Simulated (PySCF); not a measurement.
## Radial density of N²⁺ (nitrogen, charge +2)

TPSS, [He] 2s2 2p1, 2P determinant. Computed with PySCF 2.14 in cc-pVDZ (3s2p1d, 14 functions), with the non-relativistic Hamiltonian (point nucleus).

| r (bohr) | 4πr²ρ (e/bohr) | 4πr²(ρα − ρβ) |
| --- | --- | --- |
| 0.00476 | 0.05515 | 0.0000 |
| 0.00801 | 0.1498 | 0.0000 |
| 0.0135 | 0.3913 | 0.0001 |
| 0.0227 | 0.9761 | 0.0003 |
| 0.0381 | 2.226 | 0.0009 |
| 0.0641 | 4.402 | 0.0028 |
| 0.108 | 6.824 | 0.0110 |
| 0.181 | 7.103 | 0.0524 |
| 0.305 | 3.963 | 0.2080 |
| 0.513 | 1.820 | 0.5544 |
| 0.863 | 2.665 | 0.8578 |
| 1.45 | 1.614 | 0.4912 |
| 2.44 | 0.1644 | 0.0450 |
| 4.11 | 0.003134 | 0.0015 |
